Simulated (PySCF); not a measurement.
A structure optimised at B3LYP-D3(BJ)/def2-SVP, used in a PySCF frequency run:

```xyz
11

Se     0.8178     0.3353     0.0000
Cl    -0.9782     1.7502     0.0000
N      0.0625    -1.2931     0.0000
C     -0.5893    -1.7423    -1.2247
C     -0.5893    -1.7423     1.2247
H     -1.5976    -1.3000    -1.3368
H     -0.6896    -2.8399    -1.2024
H      0.0158    -1.4584    -2.0954
H     -0.6896    -2.8399     1.2024
H     -1.5976    -1.3000     1.3368
H      0.0158    -1.4584     2.0954
```

**Question.** Write its SMILES, formula and point group.

**Answer.** CN(C)[Se]Cl, C₂H₆ClNSe, Cs

**Question.** What are its rotational constants (standard atomic weights)?

**Answer.** 3.3433, 1.7557, 1.5032 GHz
